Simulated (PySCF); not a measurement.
GeH4STe, SMILES S[Te][GeH3]. Atoms are numbered in the order given.

```xyz
7

Te     0.0182     0.3788     0.8753
S      1.5918     1.5108    -0.6380
H      0.7099     2.4198    -1.1199
Ge    -0.7615    -1.2950    -0.9476
H      0.4481    -2.1041    -1.4493
H     -1.8059    -2.2302    -0.3002
H     -1.3971    -0.5139    -2.1137
```

Geometry optimised at B3LYP-D3(BJ)/def2-SVP. The structure was generated by enumeration, and PubChem lists no compound with its InChIKey, so it may never have been made. The def2 effective core potentials stand for the cores of Te; spin–orbit coupling is left out. Other conformers were not sampled.

Computed with TDA-PBE/def2-SVPD in PySCF 2.14.0.

Vertical excitations. Gas-phase values at a fixed geometry.

Computed excitation energies, oscillator strengths and character:
| state | energy (eV) | λ (nm) | f | main pairs |
|---|---|---|---|---|
| S1 | 2.84 | 436 | 0.001 | HOMO→LUMO 99 % |
| S2 | 3.35 | 370 | 0.003 | HOMO−1→LUMO 99 % |
| S3 | 3.97 | 312 | 0.008 | HOMO→LUMO+1 99 % |
| S4 | 4.57 | 271 | 0.048 | HOMO−1→LUMO+1 91 % |
| S5 | 4.78 | 259 | 0.016 | HOMO→LUMO+2 98 % |
| S6 | 5.13 | 242 | 0.012 | HOMO−2→LUMO 83 % |
| S7 | 5.37 | 231 | 0.009 | HOMO−1→LUMO+2 86 % |
| S8 | 5.40 | 230 | 0.008 | HOMO→LUMO+3 83 % |
| S9 | 5.70 | 217 | 0.007 | HOMO−4→LUMO 76 % |
| S10 | 5.77 | 215 | 0.018 | HOMO−3→LUMO 34 %, HOMO−5→LUMO 29 %, HOMO→LUMO+4 16 %, HOMO−4→LUMO 16 % |
| T1 | 2.25 | 552 | 0 | HOMO→LUMO 100 % |
| T2 | 2.83 | 439 | 0 | HOMO−1→LUMO 100 % |
| T3 | 3.54 | 350 | 0 | HOMO→LUMO+1 100 % |
| T4 | 4.13 | 300 | 0 | HOMO−1→LUMO+1 98 % |
Triplets are in the Tamm–Dancoff approximation.
